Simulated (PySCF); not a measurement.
Magnetisability: `COCCCC(=O)O`, C5H10O3

Geometry:
```json
{"atom": "C1", "x (Å)": "-2.583", "y (Å)": "0.808", "z (Å)": "-0.448"}
{"atom": "O2", "x (Å)": "-1.459", "y (Å)": "0.012", "z (Å)": "-0.707"}
{"atom": "C3", "x (Å)": "-0.896", "y (Å)": "-0.541", "z (Å)": "0.465"}
{"atom": "C4", "x (Å)": "0.345", "y (Å)": "-1.343", "z (Å)": "0.088"}
{"atom": "C5", "x (Å)": "1.399", "y (Å)": "-0.457", "z (Å)": "-0.569"}
{"atom": "C6", "x (Å)": "2.057", "y (Å)": "0.483", "z (Å)": "0.406"}
{"atom": "O7", "x (Å)": "1.904", "y (Å)": "0.501", "z (Å)": "1.597"}
{"atom": "O8", "x (Å)": "2.883", "y (Å)": "1.335", "z (Å)": "-0.220"}
{"atom": "H9", "x (Å)": "-3.391", "y (Å)": "0.222", "z (Å)": "0.008"}
{"atom": "H10", "x (Å)": "-2.336", "y (Å)": "1.641", "z (Å)": "0.222"}
{"atom": "H11", "x (Å)": "-2.917", "y (Å)": "1.201", "z (Å)": "-1.406"}
{"atom": "H12", "x (Å)": "-1.630", "y (Å)": "-1.195", "z (Å)": "0.961"}
{"atom": "H13", "x (Å)": "-0.625", "y (Å)": "0.261", "z (Å)": "1.167"}
{"atom": "H14", "x (Å)": "0.752", "y (Å)": "-1.795", "z (Å)": "0.993"}
{"atom": "H15", "x (Å)": "0.056", "y (Å)": "-2.130", "z (Å)": "-0.608"}
{"atom": "H16", "x (Å)": "0.941", "y (Å)": "0.135", "z (Å)": "-1.362"}
{"atom": "H17", "x (Å)": "2.188", "y (Å)": "-1.062", "z (Å)": "-1.021"}
{"atom": "H18", "x (Å)": "3.304", "y (Å)": "1.929", "z (Å)": "0.421"}
```

Level of theory: GIAO B3LYP/pcSseg-1 magnetisability, rotational g tensor and spin-rotation constants, non-relativistic, gas phase (PySCF 2.14.0). Geometry: GFN2-xTB.

(1) What are the magnetisability and the molar susceptibility?

(2) Split it along the inertial axes a, b, c into diamagnetic and paramagnetic parts about the centre of mass, with the quadrupole moment.

(3) And the rotational g tensor?

## Answers

(1) Isotropic -1195 × 10⁻³⁰ J/T², or -71.9 × 10⁻⁶ cm³/mol; principal values -1322, -1155, -1106 × 10⁻³⁰ J/T², anisotropy 196 × 10⁻³⁰ J/T² (root of half the summed squared differences of the principal values). The susceptibility is in cgs units.

(2) 
| axis | χ (10⁻⁶ cm³/mol) | diamagnetic (10⁻⁶ cm³/mol) | paramagnetic (10⁻⁶ cm³/mol) | summed x² of all electrons (Å²) | quadrupole Θ (D Å) |
| --- | --- | --- | --- | --- | --- |
| a | -74.8 | -445.7 | 370.9 | 247.6 | +6.07 |
| b | -73.6 | -1240.8 | 1167.3 | 60.2 | +2.57 |
| c | -67.4 | -1305.8 | 1238.4 | 44.9 | -8.63 |

Anisotropies 2χaa − χbb − χcc = -8.6 and 2χbb − χaa − χcc = -4.9 × 10⁻⁶ cm³/mol. Θ is traceless in Buckingham's convention.

(3) 
| axis | rotational constant (GHz) | g | nuclear part | electronic part |
| --- | --- | --- | --- | --- |
| a | 3.6226 | -0.0214 | 0.6098 | -0.6313 |
| b | 1.0407 | -0.0058 | 0.5649 | -0.5707 |
| c | 0.9896 | -0.0053 | 0.5704 | -0.5757 |

Asymmetric top; isotopes 12C, 1H, 16O; no vibrational averaging.
